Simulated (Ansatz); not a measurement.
Relaxation of the cluster Cu2Te2 with RKS PBE-D4/def2-SVP.

```sh
$ ansatz run in.yaml --threads 4 --pin off --events-out ev --progress --plain --max-ram 4787MiB
```

```yaml
crystal:
  periodic: [false, false, false]
  atoms:
    - {symbol: Cu, position_ang: [0.923070, -0.904920, 0.047080]}
    - {symbol: Cu, position_ang: [-0.922340, 0.906000, -0.015440]}
    - {symbol: Te, position_ang: [-1.546040, -1.575460, 0.018860]}
    - {symbol: Te, position_ang: [1.545310, 1.574370, -0.050500]}
basis:
  gaussian: {orbitals: def2-SVP}
hamiltonian: {xc: pbe, dispersion: d4}
scf: {lower_state_search: "off"}
output: {orbitals: {seedname: orbitals}}
relax: {f_tol: 0.02, max_steps: 100}
```

It took 7 s on 4 threads of INTEL XEON PLATINUM 8581C on a shared host.

Positions (Å) and forces (eV/Å) at steps 1, 2, 3, 4, 5, 6 of 6:

```xyz
4
step=1 energy=-103844.2734 eV
Cu    0.923   -0.905    0.047   -0.700    0.687    0.172
Cu   -0.922    0.906   -0.015    0.688   -0.682    0.219
Te   -1.546   -1.575    0.019    0.454    0.456   -0.205
Te    1.545    1.574   -0.051   -0.442   -0.461   -0.185
4
step=2 energy=-103844.4970 eV
Cu    0.871   -0.851    0.157    0.016   -0.007    0.239
Cu   -0.873    0.858    0.098   -0.015    0.025    0.238
Te   -1.504   -1.537   -0.093    0.110    0.103   -0.241
Te    1.506    1.530   -0.161   -0.111   -0.121   -0.236
4
step=3 energy=-103844.6162 eV
Cu    0.869   -0.845    0.338   -0.009    0.005   -0.053
Cu   -0.873    0.863    0.279    0.008   -0.010   -0.053
Te   -1.461   -1.499   -0.276    0.361    0.369    0.045
Te    1.465    1.482   -0.341   -0.360   -0.365    0.061
4
step=4 energy=-103844.6740 eV
Cu    0.873   -0.847    0.466    0.166   -0.163   -0.024
Cu   -0.879    0.871    0.407   -0.164    0.162   -0.035
Te   -1.358   -1.399   -0.406    0.037    0.039    0.028
Te    1.364    1.374   -0.467   -0.039   -0.038    0.031
4
step=5 energy=-103844.6827 eV
Cu    0.888   -0.862    0.467    0.083   -0.081   -0.021
Cu   -0.894    0.886    0.407   -0.082    0.080   -0.026
Te   -1.347   -1.387   -0.407    0.019    0.021    0.023
Te    1.352    1.362   -0.467   -0.020   -0.020    0.024
4
step=6 energy=-103844.6867 eV
Cu    0.906   -0.880    0.455    0.010   -0.010   -0.002
Cu   -0.912    0.903    0.393   -0.010    0.010   -0.003
Te   -1.341   -1.381   -0.394   -0.003   -0.003    0.003
Te    1.346    1.357   -0.454    0.003    0.003    0.003
```

In the def2 sets Te takes a core potential; there is no spin–orbit coupling. The relaxation made no stability test and no search for a lower SCF solution. No other spin state of charge 0 was run. The structure comes from a short search, and lower isomers may exist.
